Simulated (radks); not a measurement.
Exchange energies: the exact (Fock) value of the Kohn-Sham orbitals and density-functional approximations, in hartree. Species: Mn2+ [Ar] 3d5; In2+ [Kr] 4d10 5s1. Calculated with a radial shooting solver on a logarithmic mesh with Libxc functionals: non-relativistic Kohn-Sham, PBE, spin-polarised, spherical densities, point nucleus. Every spin shell is full or empty, so the densities are truly spherical. Functionals are evaluated on that one density, not self-consistently.

| functional | Mn2+ | In2+ |
|---|---|---|
| exact | -50.6279 | -153.367 |
| LDA | -47.315 | -145.85 |
| B88 | -50.692 | -153.40 |
| revPBE | -50.578 | -152.92 |
| RPBE | -50.628 | -153.01 |
| PW91 | -50.651 | -153.35 |
| PW86 | -50.803 | -153.08 |
| OPTX | -50.912 | -155.24 |
| WC | -50.045 | -152.02 |
| AM05 | -47.664 | -146.38 |
| EV93 | -50.926 | -152.94 |
| TPSS | -50.708 | -152.94 |
| MS2 | -50.566 | -152.47 |
